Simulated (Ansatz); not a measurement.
The cluster Ge₅H₇⁺. Charge 1, multiplicity 3. Geometry r2SCAN-D4/def2-SVP, that of the charge +1 singlet; atoms count from 1.

```
atom    x (Å)    y (Å)    z (Å)
 Ge1  -1.4134   0.7738  -1.0864
 Ge2   0.1357  -1.0539   0.5225
 Ge3   0.6425  -0.2580  -1.7959
 Ge4  -1.0284   1.0278   1.2761
 Ge5   2.3500  -0.8784   1.6025
  H6  -0.7882  -2.2749   0.5240
  H7   0.5770  -1.2968  -2.9120
  H8   2.4442   0.6145   1.0618
  H9  -2.5437  -0.2706  -1.2658
 H10  -0.0225   2.1068   1.6641
 H11  -2.2171   0.8543   2.2176
 H12   1.8641   0.6554  -1.8085
```

At PBE0-D4/def2-TZVP a singlet of charge 1 lies 1.67 eV below the triplet at the same geometry. The structure comes from a short search, and lower isomers may exist.

Question: Estimate the Mulliken populations from the PBE0/def2-TZVP orbitals of Ansatz.

Answer: 
```tsv
atom	charge (e)	spin (α − β)
Ge1	0.11	0.25
Ge2	-0.20	0.10
Ge3	0.07	-0.02
Ge4	0.07	0.00
Ge5	0.17	1.56
H6	0.12	-0.01
H7	0.12	0.01
H8	0.08	0.09
H9	0.12	0.00
H10	0.11	0.00
H11	0.12	0.01
H12	0.11	0.00
```
Mulliken values depend strongly on the basis.

Question: Where does the spin sit?

Answer: Summed by element: Ge 1.89, H 0.11, of 2 unpaired in all. Largest on single atoms: Ge5 1.56, Ge1 0.25, Ge2 0.10.

Question: And the Mayer bond orders between heavy atoms (over 0.3)?

Answer: Ge1–Ge2 0.32 (2.89 Å); Ge1–Ge3 0.87 (2.41 Å); Ge1–Ge4 0.86 (2.41 Å); Ge2–Ge3 0.74 (2.50 Å); Ge2–Ge4 0.75 (2.50 Å); Ge2–Ge5 0.83 (2.47 Å).
